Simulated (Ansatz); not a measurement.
## One elementary step

Start structure (SiH6OF2, singlet), relaxed at PBE0-D4/def2-TZVP:

```json
{"atom": "Si1", "x (Å)": "0.6332", "y (Å)": "0.7468", "z (Å)": "-0.2927"}
{"atom": "H2", "x (Å)": "-0.8469", "y (Å)": "0.4769", "z (Å)": "-0.1795"}
{"atom": "H3", "x (Å)": "1.2539", "y (Å)": "-0.4458", "z (Å)": "-0.9146"}
{"atom": "H4", "x (Å)": "1.1571", "y (Å)": "1.0644", "z (Å)": "1.0465"}
{"atom": "O5", "x (Å)": "0.8428", "y (Å)": "2.0932", "z (Å)": "-1.2116"}
{"atom": "H6", "x (Å)": "-0.4640", "y (Å)": "-1.9121", "z (Å)": "1.3572"}
{"atom": "F7", "x (Å)": "0.4257", "y (Å)": "-1.7032", "z (Å)": "1.5454"}
{"atom": "H8", "x (Å)": "-1.7128", "y (Å)": "-0.7684", "z (Å)": "0.2149"}
{"atom": "F9", "x (Å)": "-1.9962", "y (Å)": "-1.5792", "z (Å)": "0.5917"}
{"atom": "H10", "x (Å)": "0.7072", "y (Å)": "2.0274", "z (Å)": "-2.1573"}
```

The step: SiH₄O ([OH][SiH3]) + HF + HF → SiH₃OF ([OH][SiH2][F]) + HF + H₂; bonds formed: Si1–F7, H2–H8, H6–F9; bonds broken: Si1–H2, H6–F7, H8–F9. Program: Ansatz 0.2.0. Basis: def2-TZVPP and def2-QZVPP. Cores are frozen in the correlated methods. Extrapolation: Hartree–Fock as exp(−7.88 √X), correlation as X^−2.97. Energies below are by CCSD(T) at an estimated basis limit (MP2 extrapolated from triple and quadruple zeta, plus CCSD(T) − MP2 in triple zeta).

What are the electronic barrier and the energy of the step, from the start structure to the end structure? (An estimate is asked for; the value comes from the calculation.)

Computed: Barrier 123.2 kJ/mol; step energy -132.3 kJ/mol (downhill); reverse barrier, their difference, 255.4 kJ/mol. Barrier and step energy count from the start structure, the reverse barrier from the end structure.

The saddle point: One imaginary mode of 1009i cm⁻¹.
| pair | start (Å) | saddle (Å) | end (Å) |
| --- | --- | --- | --- |
| Si1–F7 | 3.07 | 1.93 | 1.62 |
| H2–H8 | 1.57 | 0.92 | 0.75 |
| H6–F9 | 1.74 | 1.11 | 0.93 |
| Si1–H2 | 1.51 | 1.68 | 4.27 |
| H6–F7 | 0.93 | 1.16 | 1.80 |
| H8–F9 | 0.94 | 1.25 | 2.56 |

Zero-point energy (harmonic, PBE0-D4): ZPE is 164.2 kJ/mol at the start and 158.8 kJ/mol at the saddle, so the barrier goes from 123.2 to 117.7 kJ/mol.

The T1 diagnostic stays at or below 0.013.

Labels in which every atom is bracketed show which atoms are joined, not bond orders.

For scale, one of the runs: CCSD(T)/def2-TZVPP, 219 basis functions, launched by `ansatz run in.yaml --threads 4 --pin off --events-out ev --progress --plain --max-ram 9574MiB`. Time: 90 s of wall clock on 4 CPU threads of an Arm Neoverse V1; the host was shared. Peak host memory: 3.5 GiB.
